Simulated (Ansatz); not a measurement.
CH$_{7}$AsOSi (`OC([SiH3])[AsH2]`), relaxed with RKS PBE-D4/def2-SVP in the Gaussian-basis code of Ansatz from a rough embedded geometry. The force threshold is 0.03 eV/Å; the program also tests the step.

Charge 0, multiplicity 1.

Start:

```xyz
11

O    -0.792    1.586   -0.063
C    -0.704    0.230   -0.079
Si    0.827   -0.204   -1.044
As   -0.542   -0.425    1.829
H    -1.739    1.814    0.288
H    -1.573   -0.232   -0.579
H     2.039    0.399   -0.350
H     1.039   -1.656   -1.020
H     0.725    0.271   -2.359
H     0.843    0.090    2.021
H    -0.123   -1.874    1.356
```

```
step  energy (eV)  largest force (eV/Å)  largest move (Å)
   1  -71886.4769                 3.521             0.000
   2  -71886.8014                 1.105             0.195
   3  -71886.8829                 0.322             0.099
   4  -71886.8870                 0.186             0.017
   5  -71886.8906                 0.112             0.096
   6  -71886.8926                 0.138             0.068
   7  -71886.8929                 0.099             0.060
   8  -71886.8935                 0.059             0.041
   9  -71886.8941                 0.039             0.027
  10  -71886.8944                 0.015             0.015
```

End:

```xyz
11

O    -0.889    1.638   -0.129
C    -0.681    0.236   -0.071
Si    0.897   -0.156   -1.065
As   -0.564   -0.369    1.869
H    -1.740    1.839    0.306
H    -1.532   -0.350   -0.500
H     2.065    0.552   -0.440
H     1.133   -1.642   -1.037
H     0.751    0.294   -2.495
H     0.959   -0.175    2.008
H    -0.400   -1.869    1.552
```

Hardware: 4 threads of an INTEL XEON PLATINUM 8581C on a shared host. Wall time 9.5 s, peak host memory 0.19 GiB.
